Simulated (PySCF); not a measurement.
Species: C5H12Si2.
Atom-mapped SMILES: `[SiH3:1][CH2:2][SiH:3]1[CH2:4][CH:5]=[CH:6][CH2:7]1` (hydrogens: H8, H9, H10 on Si1; H11, H12 on C2; H13 on Si3; H14, H15 on C4; H16 on C5; H17 on C6; H18, H19 on C7)

Method: PBE0-D3(BJ)/def2-SVP geometry optimisation, gas phase in PySCF 2.14.0; density fitting, grid level 1; the optimiser is geomeTRIC in internal coordinates, started from a GFN2-xTB structure with every atom displaced at random (about 0.01 Å).

Step 0: E = -21114.2836 eV
```
atom  x, y, z in Å  |  force x, y, z in eV/Å
Si1     3.0496   -0.3386   -0.2912   -1.187   1.759   0.276
C2      1.5630    0.8854   -0.1486    0.004  -1.169  -0.115
Si3    -0.1180    0.2019   -0.7559    0.716   0.141   0.967
C4     -1.5529    1.3232   -0.3206   -1.365  -0.198   0.066
C5     -2.4299    0.4674    0.5826    0.051   1.645  -0.412
C6     -2.0283   -0.7453    0.8834    0.979  -1.121  -0.158
C7     -0.7296   -1.2573    0.3007   -0.697   0.195  -0.278
H8      2.8108   -1.4923    0.5284   -0.167  -1.023   0.642
H9      3.1933   -0.7121   -1.6715    0.214  -0.414  -1.097
H10     4.2555    0.3460    0.1730    0.616   0.197   0.175
H11     1.7901    1.7873   -0.7063    0.225   0.506  -0.454
H12     1.4789    1.2048    0.8990   -0.146  -0.079   0.210
H13    -0.0787   -0.1046   -2.1928    0.112  -0.116  -0.466
H14    -1.3253    2.2511    0.2018    0.361   0.455   0.087
H15    -2.1745    1.6076   -1.1865    0.196   0.157  -0.188
H16    -3.3422    0.9068    0.9929   -0.146  -0.041   0.022
H17    -2.5859   -1.3943    1.5333   -0.484  -0.427   0.483
H18    -0.0653   -1.5427    1.1077    0.601  -0.212   0.395
H19    -0.9296   -2.1642   -0.2815    0.116  -0.256  -0.155
```

Step 1: E = -21114.5096 eV
```
atom  x, y, z in Å  |  force x, y, z in eV/Å
Si1     3.0259   -0.3100   -0.3653   -0.087  -0.039   0.190
C2      1.5785    0.8799   -0.1323   -0.076   0.112  -0.004
Si3    -0.1101    0.2268   -0.6634    0.181  -0.094  -0.220
C4     -1.6121    1.3449   -0.3191    0.043   0.043   0.094
C5     -2.4730    0.4769    0.5581   -0.028  -0.100   0.019
C6     -2.0534   -0.7548    0.8851   -0.113   0.003   0.067
C7     -0.7264   -1.2453    0.3746    0.076  -0.037   0.106
H8      2.7659   -1.5665    0.4182    0.047   0.073  -0.090
H9      3.2557   -0.6884   -1.7992   -0.107   0.075   0.081
H10     4.2839    0.3103    0.1564    0.018  -0.022  -0.015
H11     1.8043    1.8136   -0.6833   -0.055  -0.096   0.017
H12     1.5180    1.1575    0.9369    0.084  -0.052  -0.034
H13     0.0118   -0.1169   -2.1202   -0.096  -0.010   0.040
H14    -1.3580    2.2907    0.1900    0.071   0.024  -0.004
H15    -2.1423    1.6381   -1.2394   -0.009   0.002  -0.077
H16    -3.4359    0.8530    0.9222    0.001   0.017   0.000
H17    -2.6669   -1.4033    1.5255    0.050   0.048  -0.052
H18    -0.0488   -1.5015    1.2127   -0.014   0.041  -0.092
H19    -0.8364   -2.1751   -0.2097    0.015   0.014  -0.026
```

Question: Estimate the geometry and energy of step 2. (The exact step hangs on the optimiser's Hessian estimate; all steps are aligned on step 1, rigid shifts and turns removed.)

Answer: E = -21114.5243 eV, largest force 0.145 eV/Å
```
atom  x, y, z in Å  |  force x, y, z in eV/Å
Si1     3.0088   -0.3025   -0.3448    0.030  -0.018   0.049
C2      1.5656    0.8800   -0.1290   -0.046   0.084   0.063
Si3    -0.1072    0.2150   -0.6757    0.061  -0.060  -0.116
C4     -1.5970    1.3422   -0.3226   -0.023   0.036   0.032
C5     -2.4607    0.4779    0.5591    0.000  -0.009  -0.001
C6     -2.0458   -0.7554    0.8860    0.006   0.024   0.000
C7     -0.7207   -1.2509    0.3685   -0.004  -0.026   0.039
H8      2.7592   -1.5645    0.4219    0.010   0.008  -0.015
H9      3.2070   -0.6605   -1.7826   -0.021   0.006  -0.013
H10     4.2756    0.3100    0.1649    0.007  -0.014  -0.004
H11     1.7862    1.8097   -0.6829   -0.004  -0.021  -0.012
H12     1.5073    1.1555    0.9392   -0.016  -0.005  -0.004
H13    -0.0052   -0.1321   -2.1306   -0.027  -0.004   0.013
H14    -1.3237    2.2863    0.1821    0.026  -0.013  -0.003
H15    -2.1267    1.6393   -1.2444   -0.003  -0.006   0.001
H16    -3.4182    0.8625    0.9289   -0.001   0.002  -0.002
H17    -2.6567   -1.3993    1.5294    0.003   0.000  -0.007
H18    -0.0345   -1.5033    1.1973    0.006   0.012  -0.014
H19    -0.8324   -2.1799   -0.2167   -0.005   0.005  -0.006
```

The energy changes by -0.0148 eV. The first-order estimate −F·Δx gives -0.0238 eV and the mean of the old and new forces, exact on a quadratic surface, -0.0146 eV. The step makes an angle of 64° with the force vector and moves no atom by more than 0.059 Å.

The cost below is that of the whole optimisation. Time: 90 s of wall time; peak memory 0.69 GiB. Hardware: an Arm Neoverse V2 with one thread, shared host with 96 logical CPUs at a one-minute load of 76.
